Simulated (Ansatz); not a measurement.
CH₂Cl₃Si, SMILES [CH2][Si](Cl)(Cl)Cl, multiplicity 2.

Geometry: PBE0-D3(BJ)/def2-SVP. The isomer is the one that the SMILES or the coordinates give; other isomers of the formula were not compared.

Two levels are set side by side: PBE/def2-SVPD (Ansatz, an electronic-structure program) and PBE0/def2-SVPD (Ansatz). Energy differences of separate SCF runs at the same geometry; the states with an electron removed or added have multiplicity 1 and 1. Differences are taken from unrounded values.

```json
[
 {"quantity": "vertical ionisation energy (eV)", "PBE0": "10.14", "PBE": "9.71", "PBE minus PBE0": "-0.43"},
 {"quantity": "vertical electron affinity (eV)", "PBE0": "1.57", "PBE": "1.68", "PBE minus PBE0": "0.11"}
]
```
